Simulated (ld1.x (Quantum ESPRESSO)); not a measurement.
**Ranking TM potentials for Ne (Z = 10)**

All share these settings but for the change named:

```json
{
  "Element": "neon",
  "Generator": "ld1.x (Quantum ESPRESSO) 7.5",
  "Type": "norm-conserving Troullier–Martins (Kleinman–Bylander form)",
  "Functional": "LDA (PZ)",
  "Relativity": "scalar-relativistic",
  "Frozen core": "[He]",
  "Valence charge": "8",
  "Reference configuration": "2s2 2p6",
  "Partial waves": "2s (bound): rc 0.65 bohr; 2p (bound): rc 0.80 bohr",
  "Local potential": "all-electron potential smoothed inside 0.70 bohr (lloc = -1)",
  "Core correction": "none"
}
```

Test errors are all-electron minus pseudo excitation energies from the reference, over 2s2 2p5; 2s2 2p4; 2s2 2p3; 2s1 2p6; 2s2 2p2; 2s2 2p5.5. None of these files shows a bound ghost.

The base gives 351.4 meV.

Of 7 variants that were run, those that failed, showed a ghost or another fault, or gave nearly equal values are left out.

**Question.** Rank these variants by their largest absolute test error, smallest first.
A. all radii scaled by about 0.92 (s 0.60, p 0.74 bohr); local potential all-electron potential smoothed inside 0.64 bohr (lloc = -1)
B. all radii scaled by about 1.20 (s 0.78, p 0.96 bohr); local potential all-electron potential smoothed inside 0.84 bohr (lloc = -1)
C. all radii scaled by about 0.77 (s 0.50, p 0.62 bohr); local potential all-electron potential smoothed inside 0.54 bohr (lloc = -1)
D. all radii scaled by about 1.28 (s 0.84, p 1.02 bohr); local potential all-electron potential smoothed inside 0.90 bohr (lloc = -1)
E. all radii scaled by about 1.10 (s 0.72, p 0.88 bohr); local potential all-electron potential smoothed inside 0.78 bohr (lloc = -1)

**Answer.** C (229.6 meV), A (286.9 meV), E (500.7 meV), B (670.0 meV), D (908.2 meV).
